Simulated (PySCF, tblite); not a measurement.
Isomers of C6H10NS (doublet state), one GFN2-xTB conformer each. Single-point energies are computed at B3LYP/pcH-1 (PySCF, gas phase, no added dispersion term), electronic only. GFN2-xTB treats the open shell by occupation alone, and not every SCF solution was tested for stability.

Question: Rank them by B3LYP/pcH-1 energy, lowest first (kcal/mol).
A. `[NH2:1][CH2:2][C:3]1[CH2:4][CH2:5][C:6](=[S:7])[CH2:8]1` (doublet state) with H–N1–C2–C3 177° and -64°, N1–C2–C3–C4 109°, C2–C3–C4–C5 -179°, C3–C4–C5–C6 14°, C4–C5–C6–S7 169°, C5–C6–C8–C3 4°
B. `[NH:1][CH2:2][C@@H:3]1[CH2:4][CH2:5][C:6](=[S:7])[CH2:8]1` (doublet state) with H–N1–C2–C3 -178°, N1–C2–C3–C4 62°, C2–C3–C4–C5 -156°, C3–C4–C5–C6 28°, C4–C5–C6–S7 172°, C5–C6–C8–C3 -14°

Answer: A (0.0), B (3.3).

Neighbours under 5.0 kcal/mol apart (NC[C]1CCC(=S)C1 and [NH]C[C@@H]1CCC(=S)C1) can change places with a better method, another conformer or zero-point energy. GFN2-xTB itself gives, in the same order: 0.0, 1.7. Both levels put the same isomer lowest.

What happens when harmonic zero-point energies from GFN2-xTB frequencies are added?

```tsv
SMILES	ZPE (kcal/mol)	electronic (kcal/mol)	with ZPE (kcal/mol)
NC[C]1CCC(=S)C1	91.6	0.0	0.0
[NH]C[C@@H]1CCC(=S)C1	91.7	3.3	3.4
```

The zero-point energies span 0.1 kcal/mol. The order is unchanged.

As an exercise, what shares would exp(−E/RT) give at 1000 K from these electronic energies alone (no entropy, no degeneracies)?

RT = 1.987 kcal/mol: NC[C]1CCC(=S)C1 84.2 %, [NH]C[C@@H]1CCC(=S)C1 15.8 %.
